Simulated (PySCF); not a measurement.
## Diatomics of Li with the second period

CCSD(T) with triple-zeta basis sets in PySCF, for the lowest determinant that a PBE0 search found; no spin–orbit coupling. De refers to high-spin ground-configuration atoms.

```tsv
M	basis	reference, frozen orbitals	state (unpaired electrons)	Re (Å)	ωe (cm⁻¹)	De (eV)
Li	x2c-TZVPPall	RHF, 0	singlet (closed shell)	2.712	340	0.97
Be	cc-pVTZ	ROHF, 0	doublet (σ ↑)	2.550	320	0.34
B	def2-TZVPP	UHF, 1	triplet (σ ↑, π ↑)	2.139	544	1.14
C	x2c-TZVPPall	UHF, 1	quartet (σ ↑, π ↑↑)	1.888	698	2.52
N	x2c-TZVPPall	UHF, 1	triplet (π ↑↑)	1.870	666	1.36
O	x2c-TZVPPall	UHF, 1	doublet (π ↑)	1.694	822	3.34
F	x2c-TZVPPall	RHF, 1	singlet (closed shell)	1.572	912	5.64
```

(1) By what factor does the bond length vary along the series?

The rows differ in basis set, which adds steps of its own.

The state changes along the series, so neighbouring rows are not always alike in their bonding.

Correlated steps freeze the inner cores (0 to 1 orbitals); shallow outer-core shells are correlated. UHF and ROHF references stand side by side, which adds small steps between rows. Weak bonds: LiBe. Basis-set superposition, not corrected here, can be much of De in a small basis, most of all at correlated wavefunction levels. Where the molecule has an RHF reference, its open-shell atoms are computed with UHF. The CCSD T1 diagnostic is raised in LiBe, a sign that a single reference may not be enough there. States were picked by a PBE0 search and need not be the measured ground states.

Answers

(1) At CCSD(T) it runs from 1.572 Å (LiF) to 2.712 Å (Li2), a factor of 1.73.
